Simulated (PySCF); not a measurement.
## Electronic absorption of Si(vinyl)3(OAc)

Species: Si(vinyl)3(OAc), C8H12O2Si.
SMILES: `C([Si](C=C)(C=C)OC(C)=O)=C`

Theory: PySCF, TDDFT B3LYP/def2-SVPD, vertical, gas phase, core orbitals frozen in the response. One conformer (not necessarily the lowest) at the PBE0-D3(BJ)/def2-SVP geometry, without solvent, vibrations or thermal averaging.

```tsv
state	E (eV)	E (kJ/mol)	λ (nm)	f	main configurations (H = HOMO, L = LUMO)
S1	5.66	546	218.9	0.0014	H→L+3 (24%), H-2→L+3 (18%), H→L+1 (17%)
S2	5.84	563	212.5	0.065	H→L (77%), H-1→L (9%)
S3	5.87	567	211.1	0.023	H-1→L (58%), H-2→L+1 (13%)
S4	5.94	573	208.8	0.0019	H→L+1 (67%), H-2→L+1 (11%)
S5	6.05	583	205.0	0.038	H-2→L (44%), H-1→L+1 (20%), H-3→L (12%)
S6	6.11	589	203.0	0.0073	H-3→L (51%), H-2→L (23%), H-1→L+1 (16%)
S7	6.24	602	198.8	0.042	H-2→L+1 (33%), H-2→L (10%), H-1→L+2 (10%)
S8	6.31	609	196.4	0.015	H-3→L+1 (28%), H-2→L+1 (25%), H-1→L+1 (16%)
S9	6.52	629	190.1	0.030	H-4→L (66%)
S10	6.60	637	187.8	0.111	H→L+2 (17%), H-1→L+1 (13%), H-1→L+2 (11%)
```

Triplets, Tamm–Dancoff:

| state | E (eV) | λ (nm) | main configurations (H = HOMO, L = LUMO) |
| --- | --- | --- | --- |
| T1 | 4.17 | 297.4 | H→L (51%), H-2→L+2 (11%) |
| T2 | 4.26 | 291.1 | H-3→L+1 (34%), H-1→L (15%), H→L+1 (13%) |
| T3 | 4.29 | 289.3 | H-2→L (25%), H→L+2 (18%), H-1→L+1 (15%) |
| T4 | 5.19 | 238.7 | H→L+3 (25%), H-2→L+3 (23%), H-3→L+3 (20%) |

The lowest singlet lies at 5.66 eV (219 nm, ultraviolet) and is very weak; its leading configuration is HOMO→LUMO+3 (24%). The strongest level in the table is S10 at 6.60 eV (188 nm, f = 0.111). It is the last of those listed, so stronger ones may follow. Löwdin shares by element: HOMO carbon 51% or more, oxygen 15% or more (atoms not listed hold the other 33%); LUMO carbon 61% or more (atoms not listed hold the other 39%). Orbital energies (eV): HOMO-3 -7.91, HOMO-2 -7.81, HOMO-1 -7.69, HOMO -7.47, LUMO -1.01, LUMO+1 -0.79, LUMO+2 -0.18. Weighted by f, the mean energy of these states is 6.26 eV. The oscillator strengths of these states sum to 0.334; summed over the whole spectrum of an exact calculation they would give the number of electrons, 90 (Thomas–Reiche–Kuhn). Only the lowest 10 singlets were computed, as vertical energies without vibronic structure.

Hardware: one thread, Intel Xeon at 2.50 GHz (x86_64), shared host with 64 logical CPUs at a one-minute load of 58. Cost: 6.0 min (with the writing of density and orbital grids), 1.4 GiB resident at most.
